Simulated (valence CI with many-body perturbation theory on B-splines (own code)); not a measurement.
The numbers below are computed, except where a source is named.
## Ga²⁵⁺: magnetic and hyperfine properties of the levels

Method: relativistic CI+MBPT: four valence electrons over a frozen Dirac-Fock core [He], a basis of 11 s, 11 p, 10 d, 8 f, 5 g, 2 h functions for each j, with the one-electron correlation potential Σ1 (screened to all orders), the two-electron term Σ2, the three-electron term Σ3, Breit, model QED; selected single and double excitations, second order for the rest, scaled by the run's own slope (own B-spline code, finite nucleus).

No measured levels were compared; by estimate levels of excited configurations hold to 0.05 to 0.15 % of their energy, terms of the ground configuration to about 0.5 %. Among the levels kept, up to 1000 cm⁻¹ of a level comes from second order outside the variational space, and about a tenth of that is noise between levels of different J, which matters for small intervals.

A/g_I is the dipole constant over the nuclear g factor μ/I (μ in nuclear magnetons, uniformly magnetised nucleus), B/Q the quadrupole constant per barn. Both hold the static response of the core; the bare values leave it out. Large factors of s and p1/2 electrons are usually good to 5 to 10 %; those of open d and f shells near neutrality can be off by tens of per cent, and small factors of p3/2, d and f electrons come from cancelling terms and can be off by a factor of two or in sign, in half-filled shells by more. B is blank for J = 1/2, where it vanishes, and for nearly pure S terms. Energies count from the lowest level. Levels with J = 0 are left out.

Levels are named by their leading jj configuration (3d3/2^4 stands for four electrons in 3d with j = 3/2), which in mixed levels can hold well under half, so a name can repeat and another be missing. Letters in brackets count levels of one name in rising energy.

```
                      Level  E (eV)      g  A/g_I (MHz)  A/g_I bare  B/Q (MHz/b)  B/Q bare
     (2s^2 2p1/2 2p3/2) J=1    23.2  1.496        -5940       -2210        46600     46800
     (2s^2 2p1/2 2p3/2) J=2    31.1  1.291        97800       99600        18100     18200
         (2s^2 2p3/2^2) J=2    61.0  1.198        60200       61600        74400     74700
     (2s 2p1/2^2 2p3/2) J=2    95.4  1.933       222000      223000        10100     10200
     (2s 2p1/2^2 2p3/2) J=1   136.2  0.773      -109000     -105000        84200     84500
 (2s 2p1/2 2p3/2^2) J=2 [a]   139.4  1.282       182000      180000       127000    127000
     (2s 2p1/2 2p3/2^2) J=3   148.2  1.328       225000      223000         -250      -263
 (2s 2p1/2 2p3/2^2) J=1 [a]   168.6  1.311       203000      202000       -86100    -86400
 (2s 2p1/2 2p3/2^2) J=2 [b]   173.8  1.316       118000      119000      -114000   -115000
 (2s 2p1/2 2p3/2^2) J=1 [b]   189.4  1.671        17700       24600         7670      7700
           (2s 2p3/2^3) J=2   202.8  1.116       176000      174000       -24000    -24000
           (2s 2p3/2^3) J=1   226.9  1.225       -69200      -62600        -4940     -4980
      (2p1/2^2 2p3/2^2) J=2   278.0  1.411        42700       47700        46600     46800
        (2p1/2 2p3/2^3) J=1   305.0  1.496       -12200       -5780       -45600    -45700
        (2p1/2 2p3/2^3) J=2   316.0  1.078       107000      108000      -139000   -139000
        (2s^2 2p1/2 3s) J=1  1431.7  1.361       261000      257000        -9400     -9430
     (2s^2 2p1/2 3p1/2) J=1  1458.0  0.676       179000      177000        -2120     -2130
        (2s^2 2p3/2 3s) J=2  1461.8  1.496       100000      101000        95100     95400
        (2s^2 2p3/2 3s) J=1  1465.3  1.129         7050       10900        57000     57200
     (2s^2 2p1/2 3p3/2) J=1  1470.8  1.426       -29300      -28400        12200     12200
     (2s^2 2p1/2 3p3/2) J=2  1471.9  1.178        80500       80400        20900     20900
     (2s^2 2p3/2 3p1/2) J=1  1493.9  1.269        60800       63100        31500     31600
     (2s^2 2p3/2 3p1/2) J=2  1497.0  1.290        61300       63000        55200     55400
     (2s^2 2p1/2 3d3/2) J=2  1498.0  0.755        76900       76000        10200     10300
     (2s^2 2p3/2 3p3/2) J=3  1498.7  1.331        37200       38700       122000    123000
     (2s^2 2p3/2 3p3/2) J=1  1498.7  1.888       154000      155000       -19400    -19500
        (2s 2p1/2^2 3s) J=1  1501.1  2.125       299000      297000       -16000    -16000
     (2s^2 2p1/2 3d5/2) J=3  1505.9  1.116        47900       47600         1070      1170
     (2s^2 2p1/2 3d5/2) J=2  1506.1  1.246       -39100      -38800        -4450     -4390
     (2s^2 2p1/2 3d3/2) J=1  1507.8  0.788       -52900      -52600         -405      -369
     (2s^2 2p3/2 3p3/2) J=2  1509.3  1.197        51700       52500        44900     45000
(2s 2p1/2 2p3/2 3s) J=2 [a]  1516.8  1.803       226000      225000        90400     90700
```

(1) Take the isotope of mass number 71, with I = 3/2, μ = 2.56033 μN and Q = 0.107 b. What is the hyperfine structure of (2s 2p1/2 2p3/2^2) J=1 [a]?

Results:

(1) From the table A = 347000 MHz, B = -9210 MHz. Shifts from the centre of gravity in MHz: F = 1/2: -879000, F = 3/2: -338000, F = 5/2: 518000.
